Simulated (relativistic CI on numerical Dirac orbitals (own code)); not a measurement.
## Hyperfine structure of Pd XLIII, mass number 105

Method of calculation: Dirac-Coulomb-Breit CI, KLI orbitals optimised for each configuration, model QED (radiative potential, 1s self-energy scaled to tabulated hydrogen-like ionisation energies), unscaled Slater integrals (own radial code, finite nucleus).

Configuration list (outside the closed core 1s2): 2s2, 2s.2p, 2p2, 2p.3s, 2p.3p, 2s.3s, 2s.3p, 2s.3d, 2s.4s, 2s.4p, 2s.4d, 2s.4f, 3s2, 3s.3p, 3p2. Levels of other configurations are missing.

Nuclear spin I = 5/2, μ = -0.642 μN, Q = 0.66 b (tables of Stone and Pyykkö). The electronic factors are computed for point nuclear moments, without core polarisation or the Bohr-Weisskopf and QED corrections.

```json
{"Level": "2s.2p 3P°_1", "E (10³ cm⁻¹)": "825.1", "A (GHz)": "-590.4", "B (GHz)": "-54.7"}
{"Level": "2s.2p 3P°_2", "E (10³ cm⁻¹)": "2148.0", "A (GHz)": "-269.8", "B (GHz)": "238"}
{"Level": "2s.2p 1P°_1", "E (10³ cm⁻¹)": "2599.2", "A (GHz)": "147.8", "B (GHz)": "174"}
{"Level": "2p2 3P_1", "E (10³ cm⁻¹)": "3252.6", "A (GHz)": "13.4", "B (GHz)": "118"}
{"Level": "2p2 1D_2", "E (10³ cm⁻¹)": "3363.5", "A (GHz)": "-108.5", "B (GHz)": "186"}
{"Level": "2p2 3P_2", "E (10³ cm⁻¹)": "4786.0", "A (GHz)": "-50.29", "B (GHz)": "49.9"}
{"Level": "2s.3s 3S_1", "E (10³ cm⁻¹)": "30741.6", "A (GHz)": "-602", "B (GHz)": "-0.169"}
{"Level": "2s.3p 3P°_1", "E (10³ cm⁻¹)": "31084.3", "A (GHz)": "-510.9", "B (GHz)": "-0.377"}
```

Levels with J = 0, under 50 % of one LS term, or S terms without an open s electron are left out. Small factors come from cancelling terms and can be off by tens of per cent or more.

At this charge energies of transitions that change n are usually good to better than 1 %, and those within a shell (Δn = 0) to a few per cent.

Question: Give the hyperfine levels of 2s.2p 3P°_1 relative to its centre of gravity.

Answer: With K = F(F + 1) − I(I + 1) − J(J + 1), E = AK/2 + B[¾K(K + 1) − I(I + 1)J(J + 1)]/[2I(2I − 1)J(2J − 1)]: F = 3/2: 2028, F = 5/2: 634.2, F = 7/2: -1490 GHz.

LS names give the leading component of a level, which can be under half, so a name can repeat, a term be missing and a line seem to break the LS rules.
